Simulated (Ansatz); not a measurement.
A set of 12 reactions (redistribution), with CCSD(T)/CBS values in kJ/mol:

```tsv
reaction	ΔE
`[BH2][GeH2][Cl]` + `C[Se]B[SiH3]` → `[SiH3][BH][GeH2][Cl]` + `B[Se]C`	2.4
`CN(C)B(F)S` + `CBCC` → `CCB(F)S` + `CBN(C)C`	-33.9
`S[SiH2]BCl` + `C=C=C(O)[SiH3]` → `C=C=C(O)[SiH2]S` + `[SiH3]BCl`	-3.4
`CBI` + `C[O][In]([CH3])[Cl]` → `BI` + `CC[O][In]([CH3])[Cl]`	38.7
`O[Si@H](Cl)C[Si@@H](O)F` + `O[SiH](O)CF` → `O[SiH](O)C[SiH](O)F` + `O[SiH](Cl)CF`	-13.8
`O[SiH2]F` + `O[SiH2][O][GeH3]` → `O[SiH2]O[SiH2]F` + `[OH][GeH3]`	1.4
`O[SiH](O)O[SiH](O)F` + `C[SiH2][GeH2][OH]` → `C[SiH2][SiH](O)F` + `[OH][GeH2][O][SiH](O)O`	98.7
`C=COBC` + `C[SiH2]NCO` → `CBNCO` + `C=CO[SiH2]C`	-57.2
`O=C=NB(F)Cl` + `FC[SiH3]` → `O=C=NBCl` + `FC[SiH2]F`	0.2
`[SeH][SeH]` + `C#[C][Ge]([F])([F])[O]C` → `C[O][Ge]([F])([F])[SeH]` + `C#C[SeH]`	0.4
`[CH3][GeH2][GeH3]` + `C[SiH](C)C#N` → `C[SiH]([GeH3])C#N` + `[CH3][GeH2][CH3]`	33.2
`O[SiH]1BN1` + `BOB(F)S` → `BO[Si]1(O)BN1` + `FBS`	-0.2
```

Calculated with Ansatz (gas phase, PBE0-D4/def2-TZVP geometries, no zero-point term in ΔE). CCSD(T)/CBS is the MP2 limit (def2-TZVPP, def2-QZVPP) plus CCSD(T) − MP2 in def2-TZVPP, frozen cores. This one scheme is used for every species. Functionals use def2-TZVPP. B3LYP here is the variant with VWN-RPA as its local correlation; programs differ in this. def2 core potentials past Kr. For Ge, I, In, Se outer-core shells are correlated without core-valence functions, which leaves a few kJ/mol of doubt a bond. Scalar relativity is left out up to krypton. Each species was taken in one conformer, which may not be the lowest.

Q: Give the mean, mean absolute and largest difference (level minus CCSD(T)/CBS, kJ/mol) for: PBE-D4, r2SCAN-D4, PBE0-D4, ωB97M-V, r2SCAN, B3LYP, SCS-MP2/def2-TZVPP, CCSD/def2-TZVPP, CCSD(T)/def2-TZVPP, HF/def2-QZVPP, MP2/def2-QZVPP, SCS-MP2/def2-QZVPP, MP2/CBS(def2), CCSD/CBS(def2). (Estimate.)

A: Computed: 
```json
{"level": "PBE-D4", "mean": "-0.4", "mean absolute": "4.2", "largest": "10.7"}
{"level": "r2SCAN-D4", "mean": "0.7", "mean absolute": "2.7", "largest": "8.2"}
{"level": "PBE0-D4", "mean": "0.6", "mean absolute": "3.0", "largest": "9.8"}
{"level": "ωB97M-V", "mean": "1.1", "mean absolute": "2.0", "largest": "6.2"}
{"level": "r2SCAN", "mean": "0.8", "mean absolute": "2.8", "largest": "8.0"}
{"level": "B3LYP", "mean": "0.8", "mean absolute": "1.9", "largest": "5.7"}
{"level": "SCS-MP2/def2-TZVPP", "mean": "-0.7", "mean absolute": "1.2", "largest": "-3.6"}
{"level": "CCSD/def2-TZVPP", "mean": "0.1", "mean absolute": "1.1", "largest": "4.8"}
{"level": "CCSD(T)/def2-TZVPP", "mean": "-0.5", "mean absolute": "1.7", "largest": "5.8"}
{"level": "HF/def2-QZVPP", "mean": "2.7", "mean absolute": "3.9", "largest": "12.7"}
{"level": "MP2/def2-QZVPP", "mean": "-0.5", "mean absolute": "1.4", "largest": "-6.3"}
{"level": "SCS-MP2/def2-QZVPP", "mean": "-0.4", "mean absolute": "1.1", "largest": "-3.5"}
{"level": "MP2/CBS(def2)", "mean": "-0.3", "mean absolute": "1.9", "largest": "-6.3"}
{"level": "CCSD/CBS(def2)", "mean": "0.6", "mean absolute": "1.0", "largest": "2.2"}
```

The largest T1 diagnostic in the set is 0.016, for `O=C=NBCl` (customary mark 0.02).

CCSD(T)/CBS is a level of theory with its own doubt, and the functionals carry their triple-zeta basis error, so these figures describe this set and don't rank the functionals.
